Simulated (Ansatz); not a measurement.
Cartesian coordinates (Å):
```xyz
10

O     -0.2569    -1.4712    -0.3110
Si    -1.4191    -0.2643    -0.2574
Si     0.2324     1.3308     0.2818
Si     1.2352    -0.7895     0.0340
H     -2.1000    -0.1360    -1.5725
H     -2.4439    -0.5720     0.7745
H      0.2016     1.9300     1.6416
H      0.5494     2.3711    -0.7312
H      2.1728    -0.9814    -1.1034
H      1.8287    -1.4174     1.2436
```
Charge 0, multiplicity 1.

Computed with frozen-core CCSD(T)/cc-pVTZ // r2SCAN-D4/def2-TZVP (Ansatz, a quantum-chemistry and plane-wave program).

* **HF energy**: -945.28288 Ha
* **MP2 correlation energy**: -0.59722 Ha

Estimate the CCSD correlation energy, the (T) correction, the total energy and the T1 diagnostic.


```json
{
 "CCSD correlation energy": "-0.64919 Ha",
 "(T) correction": "-0.02523 Ha",
 "CCSD(T) total energy": "-945.95731 Ha",
 "T1 diagnostic": "0.014"
}
```
